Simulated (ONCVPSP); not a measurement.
# Potentials for silicon (Si) compared

Generated with ld1.x 7.5 (TM, RRKJ, ultrasoft, PAW), atompaw 4.2 or ONCVPSP 4.0.1. The cutoff is in Ry: for ld1.x and atompaw files where the sum of valence levels is converged to 10 mRy in a Bessel basis, for ONCV files where the hardest occupied wave has 1 mHa per electron of residual kinetic energy. The error is the largest all-electron minus pseudo excitation energy over each file’s own four to seven test configurations (ionisations up to +4, promotions, holes and added fractions of an electron), all of which were solved. The labels leave out finer settings (local radius, basis sizes, second energies), which also bear on the numbers. Spin-polarised tests are not counted. The rows are a selection from randomly drawn settings: files with unsolved tests, undetermined cutoffs or missed reference levels are left out.

A true bound ghost makes a file unfit for plane-wave use even where its test errors are small: the radial tests pick states by their node count and pass the ghost by.

```tsv
potential	cutoff (Ry)	largest error (meV)	bound ghosts
ONCV, PBEsol, non-relativistic, rc 0.90/0.95/0.90 (spd), local smoothed, core correction yes, reference 2s2 2p6 3s2 3p2, qcut 13.1/18.5/10.9, projectors 2/2/3	220	+337	d
ONCV, PBE, scalar-relativistic, rc 1.50/2.30 (sp), local smoothed, core correction yes, reference 3s2 3p2, qcut 4.2/3, projectors 2/1	15	+58	none
ONCV, LDA (Perdew-Wang 92), non-relativistic, rc 1.55/1.65 (sp), local smoothed, core correction yes, reference 3s2 3p1.5, qcut 3.7/5.4, projectors 2/1	16	+12	none
```

Question: Fill in the row for Si: ONCV, LDA (Perdew-Zunger), fully relativistic, rc 0.80/1.10/1.10 (spd), local smoothed, core correction no, reference 2s2 2p6 3s2 3p0.5, qcut 17.6/10.1/9, projectors 3/2/2.

Answer: cutoff 182 Ry, largest error +2.9 meV, bound ghosts: none.

Question: Fill in the row for Si: ONCV, PBEsol, non-relativistic, rc 1.10/1.00/1.15 (spd), local smoothed, core correction yes, reference 2s2 2p6 3s2 3p2, qcut 9.3/17/9, projectors 2/2/2.

Answer: cutoff 192 Ry, largest error +2.4 meV, bound ghosts: none.

Question: Fill in the row for Si: ONCV, PBE, scalar-relativistic, rc 1.45/1.30/1.60 (spd), local smoothed, core correction yes, reference 3s1, qcut 5/5.3/6, projectors 2/2/1.

Answer: cutoff 124 Ry, largest error -160 meV, bound ghosts: s, p.
